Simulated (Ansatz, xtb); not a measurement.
**Relative energy of two structures of AlF2HNSi**

Structure a is `[F][Al][NH][Si]F`, a doublet and structure b is a doublet given by its coordinates. Both are isolated molecules in the gas phase, relaxed with B3LYP-D3(BJ)/def2-SVP; the shapes shown needn't be the lowest conformers.

a (Å):

```xyz
6

Al   -1.8491   -2.1604    2.2791
F    -1.9577   -3.3831    1.1447
F     1.8961   -0.7257    4.0217
N    -0.1773   -1.7376    2.8554
Si    0.2586   -0.5265    4.0198
H     0.5964   -2.2766    2.4466
```

b (Å):

```csv
atom,x (Å),y (Å),z (Å)
Al,-1.8400,-0.5630,1.0277
F,-2.2580,0.4436,2.2812
F,-0.6613,-1.6910,1.3398
N,-2.9538,-0.7629,-0.4082
Si,-2.1298,0.3110,-1.4457
H,-3.7941,-1.3239,-0.5613
```

Close contacts (Å): Al1–F2 1.66, Al1–F3 1.66, Al1–N4 1.83, Al1–Si5 2.64, N4–Si5 1.71, N4–H6 1.02.

**Question.** Estimate which is lower in electronic energy at CCSD(T)/def2-SVP + ΔMP2/def2-TZVPP, and by roughly how much.

**Answer.** The CCSD(T)/def2-SVP + ΔMP2/def2-TZVPP calculation puts structure b lower, by 47.6 kJ/mol.

The same difference at several levels:

```csv
level,geometry,E(b) − E(a) (kJ/mol),departure from the last row (kJ/mol),"job, with rough time for the two"
B3LYP-D3(BJ)/def2-SVP,B3LYP-D3(BJ)/def2-SVP,−50.7,−3.1,"optimisation, 56 s"
HF/def2-SVP,B3LYP-D3(BJ)/def2-SVP,−39.6,+7.9,part of the CCSD(T) run
MP2/def2-SVP,B3LYP-D3(BJ)/def2-SVP,−56.4,−8.8,part of the CCSD(T) run
CCSD(T)/def2-SVP,B3LYP-D3(BJ)/def2-SVP,−61.4,−13.9,single point
CCSD(T)/def2-SVP + ΔMP2/def2-TZVPP,B3LYP-D3(BJ)/def2-SVP,−47.6,,"single point, 39 s"
```

None of the levels shown reverses the order. The largest departure from CCSD(T)/def2-SVP + ΔMP2/def2-TZVPP is that of CCSD(T)/def2-SVP, 13.9 kJ/mol. Levels run at GFN2-xTB geometries aren't shown. The last row adds to CCSD(T) the change of the MP2 difference between the two basis sets, here +13.9 kJ/mol, a large step that makes the value less sure.

With harmonic frequencies from B3LYP-D3(BJ)/def2-SVP (ideal gas, rigid rotor, one conformer each, 298.15 K, 1 atm): the zero-point term adds +0.2 kJ/mol; ΔH is −47.9 and ΔG −45.2 kJ/mol.

Open shells are spin-unrestricted. The correlated steps freeze 13 core orbitals. Run with Ansatz 0.2.0; the last row on 2 threads of Arm Neoverse V1 on a shared host.
